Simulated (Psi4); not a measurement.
Two rigid molecules brought together: F2Mg ··· H4OSi (SMILES [F][Mg][F] and O[SiH3]). Monomers: optimised at B3LYP-D3(BJ) (def2-TZVP), held rigid. Orientation: lowest of the rigid-body minima from ten starts at GFN2-xTB. R is the distance of the centres of mass, along which the second monomer moves.

Calculation: SAPT0/jun-cc-pVDZ, frozen core in Psi4 1.11.

Components in kcal/mol:

```csv
R / Å,electrostatics,exchange,induction,dispersion,total
2.84,-59.51,64.87,-14.93,-3.71,-13.28
3.05,-38.42,30.68,-10.14,-2.56,-20.44
3.29,-24.52,13.18,-6.30,-1.70,-19.34
3.42,-19.64,8.39,-4.79,-1.36,-17.41
3.77,-11.47,2.54,-2.21,-0.76,-11.91
4.04,-7.90,1.02,-1.20,-0.49,-8.57
4.57,-4.07,0.17,-0.37,-0.21,-4.49
5.25,-1.94,0.02,-0.10,-0.08,-2.11
6.27,-0.76,0.00,-0.02,-0.03,-0.81
7.52,-0.30,0.00,0.00,-0.01,-0.31
```
